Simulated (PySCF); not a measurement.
**From computed data to an observable: oscillator strength and radiative lifetime**

Ga(NCO)(OH)2 (CH2GaNO3), SMILES O=C=[N][Ga]([OH])[OH].

Geometry optimised at r2SCAN-D4/def2-SVP. One conformer was computed; it need not be the lowest.

TDA-B3LYP/def2-SVPD (PySCF 2.14.0) puts the first singlet state with f over 0.02 at 6.09 eV (vertical), with the transition dipole (-0.376, 0.017, 0.000) in atomic units.

Task: Find the oscillator strength, the wavelength and the radiative lifetime that this transition would have in vacuum if emission retraced absorption.

Result: 
|μ|² = 0.1417 au, so |μ| = 0.96 D. ΔE = 6.09/27.211 = 0.2238 hartree. f = (2/3) ΔE |μ|² = 0.021 (the program prints 0.021).
λ = 1239.84/6.09 = 204 nm; ν = 49119 cm⁻¹.
Einstein's coefficient A = 0.6670 ν² f s⁻¹ (ν in cm⁻¹) = 3.4e7 s⁻¹, so τ = 1/A = 29 ns. This state is S1. The figure is the radiative limit of this one transition; relaxation, internal conversion, crossing to triplets and a medium change what is measured.
